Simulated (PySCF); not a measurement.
Compound: C8H14.
Atom-mapped SMILES: `[CH2:1]1[CH2:2][C@H:3]2[CH2:4][CH2:5][CH2:6][C@H:7]2[CH2:8]1` (hydrogens: H9, H10 on C1; H11, H12 on C2; H13 on C3; H14, H15 on C4; H16, H17 on C5; H18, H19 on C6; H20 on C7; H21, H22 on C8)

The same species was optimised twice, with GFN2-xTB and with PBE0-D3(BJ)/def2-SVP (PySCF), and the same property calculations (PySCF, gas phase) were run on both structures.

```csv
coordinate,GFN2-xTB,PBE0-D3(BJ)/def2-SVP,change
C3–C7 (Å),1.552,1.566,+0.014
C3–C4 (Å),1.535,1.538,+0.003
C7–C8 (Å),1.533,1.536,+0.003
C6–C7 (Å),1.535,1.538,+0.003
C2–C3 (Å),1.533,1.536,+0.003
C1–C2 (Å),1.527,1.528,+0.001
C1–C8 (Å),1.527,1.528,+0.001
C4–C5 (Å),1.526,1.525,-0.001
C5–C6 (Å),1.525,1.525,0.000
C2–C3–C4 (°),113.9,114.8,+0.9
C6–C7–C8 (°),113.8,114.8,+1.0
C5–C6–C7 (°),104.3,104.7,+0.4
C3–C7–C6 (°),105.7,105.3,-0.4
C3–C4–C5 (°),104.3,104.7,+0.4
C4–C3–C7 (°),105.6,105.3,-0.3
C2–C3–C7 (°),105.8,105.5,-0.3
C3–C7–C8 (°),105.8,105.5,-0.3
```

Rotational constants: A = 3467, B = 2003, C = 1541 MHz (GFN2-xTB) against A = 3453, B = 1984, C = 1527 MHz (PBE0-D3(BJ)/def2-SVP). Point groups within 0.08 Å: Cs and Cs.

On the GFN2-xTB structure: HOMO (eV) -8.61 [PBE0/pcSseg-1]; LUMO (eV) 1.31 [PBE0/pcSseg-1]; dipole (D) 0.09 [PBE0/pcSseg-1]; GIAO shielding of C1/C5 (mean) (ppm) 158.3 [PBE0/pcSseg-1]; GIAO shielding of C2/C4/C6/C8 (mean) (ppm) 149.3 [PBE0/pcSseg-1]; GIAO shielding of C3/C7 (mean) (ppm) 140.8 [PBE0/pcSseg-1].

Question: What do these properties become on the PBE0-D3(BJ)/def2-SVP structure?

Answer: 
| property | level | on GFN2-xTB | on PBE0-D3(BJ)/def2-SVP | change |
| --- | --- | --- | --- | --- |
| HOMO (eV) | PBE0/pcSseg-1 | -8.61 | -8.61 | 0.00 |
| LUMO (eV) | PBE0/pcSseg-1 | 1.31 | 1.28 | -0.03 |
| dipole (D) | PBE0/pcSseg-1 | 0.09 | 0.08 | -0.01 |
| energy, GFN2-xTB geometry as zero (kcal/mol) | PBE0/pcSseg-1 | 0.0 | -0.5 | -0.5 |
| GIAO shielding of C1/C5 (mean) (ppm) | PBE0/pcSseg-1 | 158.3 | 156.7 | -1.6 |
| GIAO shielding of C2/C4/C6/C8 (mean) (ppm) | PBE0/pcSseg-1 | 149.3 | 148.3 | -1.0 |
| GIAO shielding of C3/C7 (mean) (ppm) | PBE0/pcSseg-1 | 140.8 | 139.5 | -1.3 |

The heavy atoms differ by 0.009 Å rms after alignment. Among bonds between heavy atoms C3–C7 changes most (+0.014 Å). Changes are differences of the printed values. Neither structure is proved a minimum here.
